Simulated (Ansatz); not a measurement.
Species: C2H6BO, net charge 0, doublet state. It need not be the lowest isomer of its formula. 
Coordinates optimised at B3LYP-D3(BJ)/def2-TZVP (Ansatz, a quantum-chemistry and plane-wave program):
```xyz
10

C      1.9177    -0.3018    -0.5644
B      0.6518     0.1803     0.2116
O     -0.5976    -0.1244    -0.1357
C     -1.7587     0.3149     0.5719
H      2.5742    -0.8746     0.0960
H      1.6617    -0.9218    -1.4306
H      2.5042     0.5550    -0.9064
H     -1.4813     0.9296     1.4292
H     -2.3099    -0.5635     0.9068
H     -2.3811     0.8906    -0.1128
```
Charge 0, spin multiplicity 2.

Parts of the frozen-core correlation energy in cc-pVQZ (Ansatz, hartree). Frozen orbitals: 4; correlated occupied orbitals by spin: 12 and 11; virtual: 384 and 385. Open shells are spin-unrestricted. Spin-orbit coupling is left out. No relativistic terms.

```json
[
 {"term": "reference (HF)", "value": "-178.84187"},
 {"term": "MP2 opposite-spin", "value": "-0.55091"},
 {"term": "MP2 same-spin", "value": "-0.15911"},
 {"term": "CCSD correlation", "value": "-0.73864"},
 {"term": "(T)", "value": "-0.02942"},
 {"term": "T1 diagnostic", "value": "0.014"},
 {"term": "largest doubles amplitude", "value": "0.016"},
 {"term": "<S^2> of the reference", "value": "0.754"}
]
```
